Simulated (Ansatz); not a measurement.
A structure relaxed at PBE-D4/def2-SVP in Ansatz, charge 0, singlet:

Cartesian coordinates in Å:
```
Ge 0.932 -0.221 -0.245
Ge -1.531 -0.015 -0.836
Ge 2.201 1.805 1.781
Ge -0.356 -2.846 -1.202
O 3.528 2.624 2.296
O 1.110 -1.961 -0.621
O -0.386 -4.439 -1.596
O 2.337 0.536 0.465
O -1.770 -1.733 -1.279
O 0.512 1.906 2.252
O -3.033 0.861 -1.024
O -0.617 -0.065 0.768
O 0.022 0.524 -1.643
H -0.049 1.197 1.814
H -2.899 1.826 -0.929
```

(1) Give its formula.

(2) Summarise the bond lengths by kind (pairs closer than 1.2 times the sum of covalent radii, bridged metal pairs left out).

Answers

(1) the cluster Ge₄O₉H₂.

(2) 14 × Ge–O 1.64 to 1.86 Å; 1 × Ge–Ge 2.54 Å; 2 × H–O 0.98 to 1.00 Å.

The structure comes from a short search, and lower isomers may exist.
